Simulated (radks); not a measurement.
Spherical quantum dot in the effective-mass picture: electrons in a well V = -V0 / (1 + exp((r - R)/a)) with V0 = 17.5, R = 2.3, a = 0.24, all in effective atomic units (hartree* = m*/eps^2 hartree, bohr* = eps/m* bohr), one dielectric constant everywhere. Calculated with a radial shooting solver with Libxc functionals: non-relativistic Kohn-Sham, LDA (Slater exchange, Perdew-Wang correlation), spin-polarised, spherical densities. Levels are named by radial order and angular momentum (1s, 1p, 1d, 2s, ...), and open shells are averaged over m. Results are scaled to m* = 0.181 and eps = 14.3, for which hartree* = 24.09 meV and bohr* = 4.181 nm.

N = 16, configuration 1s2 1p6 1d(up 5, down 3). This is the lowest configuration that the search found. Occupied and some empty levels:

| level | occupation | eigenvalue (meV) | <r> (nm) |
|---|---|---|---|
| 1s up | 1 | -158.70 | 5.466 |
| 1s down | 1 | -157.60 | 5.451 |
| 1p up | 3 | -140.69 | 6.119 |
| 1p down | 3 | -139.48 | 6.116 |
| 1d up | 5 | -115.07 | 6.602 |
| 1d down | 3 | -113.83 | 6.603 |
| 2s up | 0 | -91.366 | 5.022 |
| 2s down | 0 | -90.672 | 5.027 |
| 1f up | 0 | -83.387 | 7.001 |
| 1f down | 0 | -82.157 | 7.005 |
| 2p up | 0 | -53.830 | 5.837 |
| 2p down | 0 | -53.020 | 5.837 |

Energy (meV): total -3859.43, kinetic 739.51, external -6220.4, Hartree 1860.3, exchange-correlation -238.86.
